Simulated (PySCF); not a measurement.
C6H7S (charge -1).
Z-matrix (Å and degrees, PBE0-D3(BJ)/def2-SVP geometry), rows numbered from 1:
```
C 
S   1  1.8238
C   2  1.7536  1  102.68
C   3  1.4189  2  125.91  1   -90.06
C   4  1.4035  3  107.59  2  -179.97
C   5  1.4185  4  108.33  3     0.11
C   6  1.4034  5  108.22  4    -0.01
H   1  1.1011  2  110.66  3   -60.72
H   1  1.1036  2  108.48  3   179.51
H   1  1.1011  2  110.57  3    59.79
H   4  1.0930  3  125.09  2    -0.34
H   5  1.0946  4  125.88  3   179.52
H   6  1.0946  5  125.85  4   179.41
H   7  1.0930  3  125.06  2     0.35
```

Method: PySCF 2.14.0, PBE0-D3(BJ)/def2-SVP geometry optimisation, gas phase.

Take the most abundant isotopes and a rigid rotor. The values belong to one conformer with, in the numbering `[CH3:1][S:2][c:3]1[cH:4][cH:5][cH-:6][cH:7]1`, C1–S2–C3–C4 -90°.

Problem. What are A, B and C (MHz)?

Solution. Ia = 91.95, Ib = 363.32, Ic = 388.70 u·Å²; 505379 MHz·u·Å²/I gives A = 5496, B = 1391, C = 1300 MHz.

Problem. Classify the top.

Solution. A near-prolate asymmetric top; Ray's κ = -0.957.

Problem. What does the inertial defect say?

Solution. Not planar: Δ = Ic − Ia − Ib = -66.56 u·Å². For a rigid frame Δ = −2 Σ m c², so Σ m c² = 33.28 u·Å² lies off the ab plane: 6.77 from hydrogen and 26.51 from heavier atoms. The atom farthest from that plane is 1.65 Å away.

Problem. Give the other two planar moments, Paa and Pbb, and the rms extents of the mass along the axes.

Solution. Paa = Σ m a² = (Ib + Ic − Ia)/2 = 330.03 and Pbb = Σ m b² = (Ia + Ic − Ib)/2 = 58.67 u·Å². With the mass M = 111.03 u, the rms extents √(P/M) along a, b and c are 1.72, 0.73, 0.55 Å.

Problem. Which types of transition are allowed, and where do some lines up to J = 2 fall?

Solution. The dipole components (about the centre of mass, as the species is charged) are |μa| = 3.09 D, |μb| = 0.00 D, |μc| = 1.05 D; the mirror of this Cs structure is the ac plane, so μb vanishes by symmetry and there are no b-type lines. The squared components, which scale the intensities, stand as 1.00 : 0.11 (a : c). Some lines, for components of 0.1 D or more:

```
type  branch         J(Ka,Kc)    MHz  lower level (cm⁻¹)
   a       R  1(0,1) ← 0(0,0)   2691               0.000
   c       Q  2(1,2) ← 2(0,2)   4016               0.269
   c       Q  1(1,1) ← 1(0,1)   4105               0.090
   a       R  2(1,2) ← 1(1,1)   5292               0.227
   a       R  2(0,2) ← 1(0,1)   5381               0.090
   a       R  2(1,1) ← 1(1,0)   5473               0.230
   c       R  1(1,0) ← 0(0,0)   6887               0.000
   c       R  2(1,1) ← 1(0,1)   9669               0.090
   c       Q  2(2,1) ← 2(1,1)  12316               0.412
   c       R  2(2,0) ← 1(1,0)  17791               0.230
   c       R  2(2,1) ← 1(1,1)  17880               0.227
```

Whether it is a minimum is left open (no frequencies). The geometry's basis has no diffuse functions, a weakness for an anion. No vibrational averaging or centrifugal distortion is included, and the geometry carries the error of its method. A rigid rotor knows nothing of internal rotation, which can split or shift real lines.
